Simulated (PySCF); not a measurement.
C2H6ClNSn, SMILES C[N](C)[Sn][Cl] (connectivity only; charge and spin as stated), neutral, multiplicity 1. Atoms are numbered in the order given.

```xyz
11

Sn     0.7383     0.3127     0.0000
Cl    -1.0931     1.8858     0.0000
N     -0.4245    -1.3711     0.0000
C      0.2244    -2.6562     0.0000
C     -1.8609    -1.4469     0.0000
H     -0.0480    -3.2571    -0.8900
H     -0.0480    -3.2571     0.8900
H      1.3229    -2.5481     0.0000
H     -2.2362    -1.9889     0.8904
H     -2.2362    -1.9889    -0.8904
H     -2.2988    -0.4391     0.0000
```

Geometry: PBE0-D3(BJ)/def2-SVP. The structure was generated by enumeration; whether it is a known compound was not checked. The def2 effective core potentials stand for the cores of Sn; spin–orbit coupling is left out. The values are those of a single conformer.

Level of theory: CAM-B3LYP/def2-TZVP (PySCF).

Atomic charges (e):

| atom | Löwdin | Mulliken |
|---|---|---|
| Sn1 | 0.26 | 0.62 |
| Cl2 | -0.08 | [?] |
| N3 | -0.13 | [?] |
| C4 | -0.37 | -0.26 |
| C5 | -0.36 | -0.26 |
| H6 | 0.11 | [?] |
| H7 | 0.11 | [?] |
| H8 | 0.11 | [?] |
| H9 | 0.11 | [?] |
| H10 | 0.11 | [?] |
| H11 | 0.11 | [?] |

### Question
Complete the blanks. (The exact figures need the calculation; the answer reports its results.)

### Answer

- Cl2, Mulliken: -0.43
- N3, Mulliken: -0.37
- H6, Mulliken: 0.12
- H7, Mulliken: 0.12
- H8, Mulliken: 0.10
- H9, Mulliken: 0.11
- H10, Mulliken: 0.11
- H11, Mulliken: 0.14
